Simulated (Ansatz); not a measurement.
Frontier orbitals of C₂H₆MoS₂ (`[CH3][Mo]([CH3])(=[S])=[S]`).

The species carries charge 0 and has multiplicity 1. Correlated methods include outer-core shells of Mo, which these sets cover unevenly. Mo takes the def2 core potential. The geometry is a stationary point of PBE0-D4/def2-TZVP. Basis def2-TZVPP, Ansatz.

```csv
functional,HOMO (eV),LUMO (eV)
LC-ωPBE,-9.61,-1.11
```

**Question.** Give HOMO and LUMO (eV) with LDA (SPW92), PBE, revPBE, BLYP, r2SCAN, B97M-V, PBE0, B3LYP, r2SCANh, r2SCAN0, HSE06 (plane-wave form), BHLYP, CAM-B3LYP, ωB97X-V, ωB97M-V, HF. (Best estimate.)

**Answer.** Ansatz gave: 
```csv
functional,HOMO,LUMO
LDA (SPW92),-6.25,-4.09
PBE,-6.12,-3.91
revPBE,-6.06,-3.84
BLYP,-5.94,-3.77
r2SCAN,-6.35,-3.88
B97M-V,-6.41,-3.86
PBE0,-7.17,-3.18
B3LYP,-6.94,-3.36
r2SCANh,-6.74,-3.60
r2SCAN0,-7.32,-3.15
HSE06 (plane-wave form),-6.78,-3.55
BHLYP,-8.06,-2.24
CAM-B3LYP,-8.33,-2.13
ωB97X-V,-9.29,-1.16
ωB97M-V,-9.14,-1.16
HF,-9.47,0.37
```

B3LYP here is the variant with VWN-RPA as its local correlation; programs differ in this. LC-ωPBE has ω = 0.4 bohr⁻¹.
